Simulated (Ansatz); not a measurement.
A set of 12 reactions (hydrogenolysis), with CCSD(T)/CBS values in kJ/mol:

```csv
reaction,ΔE
`[SH][Ga]([Br])[Br]` + H₂ → `[Br][GaH][Br]` + H₂S,70.9
`[CH3][SnH2][I]` + H₂ → `[SnH3][I]` + CH₄,-29.1
`O=C(Cl)c1ccc(Cl)cc1` + H₂ → `O=C(Cl)c1ccccc1` + HCl,-78.4
`[SiH3]C[NH][GaH2]` + H₂ → `C[NH][GaH2]` + SiH₄,-32.7
`BCO[SiH2][SiH3]` + H₂ → `BCO[SiH3]` + SiH₄,-25.1
`C[Si](C)(C)P` + H₂ → `C[SiH](C)C` + PH₃,6.1
`[GeH3]/[CH]=[N]/[InH2]` + H₂ → `C=[N][InH2]` + GeH₄,-35.2
`C=[CH][Zn][CH]=C` + H₂ → `C=[CH][ZnH]` + `C=C`,-29.6
`[CH3][SnH]([CH3])[Cl]` + H₂ → `[CH3][SnH2][Cl]` + CH₄,-28.6
`C=[CH][In]([CH3])[Cl]` + H₂ → `C=[CH][InH][CH3]` + HCl,130.6
`NC(N)(F)S` + H₂ → `NC(N)S` + H–F,-57.2
`CC(N)=C(O)O` + H₂ → `NC=C(O)O` + CH₄,-68.6
```

Isolated molecules relaxed with PBE0-D4/def2-TZVP in Ansatz; ΔE leaves out vibrations. CCSD(T)/CBS adds triple-zeta CCSD(T) − MP2 to the extrapolated MP2 energy (def2 sets, frozen cores). This one scheme is used for every species. DFT in def2-TZVPP. def2 core potentials past Kr. For Br, Ga, Ge, I, In, Sn, Zn outer-core shells are correlated without core-valence functions, which leaves a few kJ/mol of doubt a bond. Scalar relativity is left out up to krypton. One conformer a species, not always the lowest.

Q: Give the mean, mean absolute and largest difference (level minus CCSD(T)/CBS, kJ/mol) for: revPBE-D4, B97M-V, PBE0-D4, r2SCANh-D4, B2PLYP, revPBE, PBE0, r2SCANh, r2SCAN0, CAM-B3LYP, HF/def2-SVP, SCS-MP2/def2-TZVPP, HF/CBS(def2), CCSD/CBS(def2). (Best estimate.)

A: Computed: 
```
             level   mean  mean absolute  largest
         revPBE-D4    7.4            8.6     19.1
            B97M-V   -7.1           11.1    -21.2
           PBE0-D4   -1.2            5.5     -9.3
        r2SCANh-D4    0.4            5.2     18.1
            B2PLYP   -6.0            7.3    -11.1
            revPBE   -4.1            7.7    -11.9
              PBE0   -6.3            7.9    -13.9
           r2SCANh   -1.4            5.5     17.6
           r2SCAN0   -4.0            6.2     12.7
         CAM-B3LYP  -11.9           14.5    -19.9
       HF/def2-SVP  -28.7           31.4    -41.6
SCS-MP2/def2-TZVPP   -2.8            3.7    -11.8
      HF/CBS(def2)  -25.6           25.7    -36.4
    CCSD/CBS(def2)   -5.2            5.2     -7.4
```

The largest T1 diagnostic in the set is 0.015, for `C=[N][InH2]` (customary mark 0.02).

CCSD(T)/CBS is a level of theory with its own doubt, and the functionals carry their triple-zeta basis error, so these figures describe this set and don't rank the functionals.
